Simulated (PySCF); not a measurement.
**Where the electron goes**

Compound: C3H10Si.
Structure used (PBE0-D3(BJ)/def2-SVP), in Å, numbered top down from 1:
```xyz
14
C3H10Si angstrom
C     -0.5295    1.3131   -0.7155
C     -0.2154    0.1485    0.2222
C     -1.0823   -1.0735   -0.0770
Si     1.6276   -0.2912    0.1754
H     -1.5973    1.5853   -0.6653
H     -0.3102    1.0531   -1.7646
H      0.0538    2.2140   -0.4689
H     -0.4149    0.4725    1.2609
H     -2.1547   -0.8273    0.0017
H     -0.9092   -1.4454   -1.1007
H     -0.8824   -1.9058    0.6157
H      1.9385   -1.3848    1.1489
H      2.4672    0.9009    0.5137
H      2.0076   -0.7602   -1.1958
```

Computed, not measured: TDDFT PBE0/def2-SVPD, vertical, gas phase, core orbitals frozen in the response (PySCF).

Kohn–Sham orbitals with the atoms that hold most of them (Löwdin shares over 4%, at most four atoms; ? is withheld):

```json
{"orbital": "LUMO+2", "ε (eV)": "1.28", "atoms": "Si4 35%, H14 8%, H12 8%, H8 8%"}
{"orbital": "LUMO+1", "ε (eV)": "1.12", "atoms": "Si4 47%, H12 13%, H13 13%, H14 12%"}
{"orbital": "LUMO", "ε (eV)": "0.46", "atoms": "Si4 26%, C1 11%, C3 11%, C2 7%"}
{"orbital": "HOMO", "ε (eV)": "-8.13", "atoms": "?"}
{"orbital": "HOMO-1", "ε (eV)": "-9.23", "atoms": "?"}
{"orbital": "HOMO-2", "ε (eV)": "-9.32", "atoms": "Si4 36%, H13 23%, H12 22%, C2 6%"}
{"orbital": "HOMO-3", "ε (eV)": "-9.81", "atoms": "C1 25%, C3 24%, C2 14%, H7 13%"}
```

(1) Give the leading atoms of the HOMO.

(2) Give the leading atoms of the HOMO-1.

(3) How does S1 compare with the orbital gap of 8.59 eV?

(4) Give energy, strength and leading configuration of S1, S4, S5 and S6, and follow the Löwdin shares of the leading atoms from the occupied to the empty orbital.

Results:

(1) C2 (bonded to 2 C, Si and H) 33%; Si4 (bonded to C and 3 H) 22%; C1 (bonded to C and 3 H) 9%; C3 (bonded to C and 3 H) 9%. By element: carbon 51%, silicon 22%.

(2) Si4 (bonded to C and 3 H) 29%; H14 (bonded to Si) 23%; C2 (bonded to 2 C, Si and H) 13%; H12 (bonded to Si) 8%. By element: hydrogen 30% or more, silicon 29%, carbon 13% or more.

(3) S1 is at 7.41 eV (f = 0.0007), 1.18 eV below the gap, made of HOMO→LUMO (99%). 

(4) 
- S1 (7.41 eV, f 0.0007), HOMO→LUMO (99%): C2 33% → 7%, Si4 22% → 26%, C1 9% → 11%
- S4 (8.33 eV, f 0.280), HOMO→LUMO+1 (91%): C2 33% → at most 13%, Si4 22% → 47%, H12 at most 10% → 13%
- S5 (8.51 eV, f 0.018), HOMO-1→LUMO (86%): Si4 29% → 26%, H14 23% → at most 8%, C1 at most 8% → 11%
- S6 (8.59 eV, f 0.047), HOMO-2→LUMO (84%): Si4 36% → 26%, H13 23% → at most 8%, C1 at most 6% → 11%

On one thread, Arm Neoverse V1, no GPU (shared host), this took 2.1 min wall.
